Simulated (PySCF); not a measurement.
Isomers of C5H9NO, one GFN2-xTB conformer each. Single-point energies are computed at PBE0/pcSseg-1 (PySCF, gas phase, no added dispersion term), electronic only.

| SMILES | GFN2-xTB relative energy (kcal/mol) |
| --- | --- |
| C/C=C(\C)C(N)=O | 0.0 |
| CO[C@H]1CC=NC1 | 1.6 |

Conformers: `[CH3:1]/[CH:2]=[C:3](\[CH3:4])[C:5]([NH2:6])=[O:7]` with C2–C3–C5–N6 -35°, C3–C5–N6–H -179° and -8°; `[CH3:1][O:2][C@H:3]1[CH2:4][CH:5]=[N:6][CH2:7]1` with C1–O2–C3–C4 170°.

Q: What does PBE0/pcSseg-1 give for the same structures?

A: 
```json
{"SMILES": "C/C=C(\\C)C(N)=O", "PBE0/pcSseg-1 E (Eh)": "-325.51444", "PBE0/pcSseg-1 (kcal/mol)": "0.0", "GFN2-xTB (kcal/mol)": "0.0", "point group": "C1"}
{"SMILES": "CO[C@H]1CC=NC1", "PBE0/pcSseg-1 E (Eh)": "-325.46959", "PBE0/pcSseg-1 (kcal/mol)": "28.1", "GFN2-xTB (kcal/mol)": "1.6", "point group": "C1"}
```

Both levels put the same isomer lowest. As drawn, the lower has a C=O bond, an N–H bond and a C(=O)–N unit, which the higher lacks; the higher has a C=N bond, which the lower lacks.

Q: Which frontier levels, dipoles and rotational constants go with these structures?

A: 
```tsv
SMILES	HOMO (eV, PBE0/pcSseg-1)	LUMO (eV)	dipole (D)	A, B, C (MHz)
C/C=C(\C)C(N)=O	-7.20	-0.58	3.96	4527, 1852, 1399
CO[C@H]1CC=NC1	-6.93	0.21	2.09	6240, 1945, 1613
```
